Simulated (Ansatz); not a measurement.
Isolated molecules relaxed with PBE0-D4/def2-TZVP in Ansatz; ΔE leaves out vibrations. CCSD(T)/CBS is the MP2 limit (def2-TZVPP, def2-QZVPP) plus CCSD(T) − MP2 in def2-TZVPP, frozen cores. This one scheme is used for every species. Each species was taken in one conformer, which may not be the lowest.

`CC[SiH](O)F` + PH₃ → `CC[SiH](O)P` + H–F  (ligand exchange at the Si–F bond)

`CC[SiH](O)F`:

Z-matrix (Å, degrees):
```
C
C 1 1.528
H 1 1.093 2 111.4
H 1 1.092 2 111.5 3 -120.0
H 1 1.092 2 111.5 3 119.7
Si 2 1.857 1 113.5 3 -59.1
H 2 1.097 1 110.7 3 178.7
H 2 1.096 1 110.6 3 62.1
F 6 1.602 2 107.4 1 178.5
O 6 1.635 2 113.2 1 -60.3
H 6 1.478 2 113.4 1 59.3
H 10 0.958 6 118.9 2 -54.3
```

PH₃:

```xyz
4

P    -0.166   -0.407    0.380
H     0.860    0.536    0.653
H    -1.047    0.584   -0.127
H     0.353   -0.713   -0.906
```

`CC[SiH](O)P`:

```xyz
14

C     0.437   -1.044    1.232
C    -0.826   -0.405    0.665
Si   -0.529    1.009   -0.525
O     0.311    2.237    0.196
P     0.538    0.391   -2.425
H     0.202   -1.849    1.933
H     1.045   -0.314    1.775
H     1.061   -1.472    0.443
H    -1.439   -1.154    0.150
H    -1.448   -0.009    1.477
H    -1.830    1.604   -0.926
H     1.247    2.112    0.355
H    -0.303   -0.742   -2.609
H     1.531   -0.365   -1.741
```

H–F:

Cartesian coordinates in Å:
```
F 0.035 -0.160 0.430
H -0.035 0.160 -0.430
```

```csv
species,MP2/def2-TZVPP energy (Eh)
`CC[SiH](O)F`,-544.27055
PH₃,-342.65419
`CC[SiH](O)P`,-786.53590
H–F,-100.33585
```

Problem. Work out ΔE.

Solution. ΔE = (-786.53590) + (-100.33585) − (-544.27055) − (-342.65419) = 0.05299 Eh = +139.1 kJ/mol. CCSD(T)/CBS gives +137.4 kJ/mol.

Largest T1 diagnostic among the species: 0.013.

The D4 term adds −12.2 kJ/mol with B3LYP and −7.0 kJ/mol with PBE0; it sums over pairs of atoms, weighted by their polarisabilities, and B3LYP, whose exchange is more repulsive, gets the larger term. From PBE to PBE0 (25 % exact exchange), in def2-TZVPP and without D4, ΔE moves by +3.9 kJ/mol. In def2-TZVPP, CCSD(T) changes the Hartree–Fock value by −33.5 kJ/mol (the triples alone add −5.7 kJ/mol) and MP2 by −36.2 kJ/mol.

B3LYP here is the variant with VWN-RPA as its local correlation; programs differ in this.
